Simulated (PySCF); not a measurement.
Ionisation energy of Ni²⁶⁺ by level of theory

Ni²⁶⁺ 1s2 → Ni²⁷⁺ 1s1 [1s1/2^1, M_J = 1/2], as a difference of total energies. Computed with PySCF 2.14 in an uncontracted even-tempered set (15 s from 34 bohr⁻², ratio 2.4; 9 p from 44 bohr⁻², ratio 2.4; 3 d from 140 bohr⁻², ratio 2.6; 3 f from 210 bohr⁻², ratio 2.6), with the two-component X2C-1e Hamiltonian. Correlated levels: nothing frozen; the 28 highest virtual spinors dropped. "Screened" scales the spin-orbit matrix elements by Boettger's factors to mimic the two-electron term; Breit and QED terms are absent.

```csv
method,ionisation energy (eV)
GHF (screened spin-orbit),10296.1
GMP2 (screened spin-orbit),10297.4
```

For comparison: 10288.9 eV (theoretical estimate listed by NIST; NIST Atomic Spectra Database, ionization energies).
